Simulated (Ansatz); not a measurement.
Consider the silylene formation by 1,1-elimination: `C[SiH2]B(C)C` → `CB(C)C` + `[SiH2]`.

Isolated molecules relaxed with PBE0-D4/def2-TZVP in Ansatz; ΔE leaves out vibrations. CCSD(T)/CBS adds triple-zeta CCSD(T) − MP2 to the extrapolated MP2 energy (def2 sets, frozen cores). This one scheme is used for every species. DFT in def2-TZVPP. Each species was taken in one conformer, which may not be the lowest.

| level | ΔE (kJ/mol) | difference from CCSD(T)/CBS |
| --- | --- | --- |
| PBE-D4 | 217.0 | 11.5 |
| r2SCAN-D4 | 226.8 | 21.3 |
| B2PLYP | 197.5 | -8.0 |
| PBE | 208.1 | 2.6 |
| HF/def2-TZVPP | 177.2 | -28.3 |
| MP2/def2-TZVPP | 214.2 | 8.7 |
| CCSD/def2-TZVPP | 192.9 | -12.6 |
| CCSD(T)/def2-TZVPP | 198.6 | -6.9 |
| HF/def2-QZVPP | 177.5 | -28.0 |
| SCS-MP2/def2-QZVPP | 206.3 | 0.8 |
| CCSD(T)/CBS | 205.5 | 0 |

Largest T1 diagnostic among the species: 0.014.

In def2-TZVPP, CCSD(T) changes the Hartree–Fock value by +21.4 kJ/mol (the triples alone add +5.7 kJ/mol) and MP2 by +37.0 kJ/mol. The D4 term adds +14.1 kJ/mol with B3LYP and +7.9 kJ/mol with PBE0; it sums over pairs of atoms, weighted by their polarisabilities, and B3LYP, whose exchange is more repulsive, gets the larger term.

B3LYP here is the variant with VWN-RPA as its local correlation; programs differ in this.
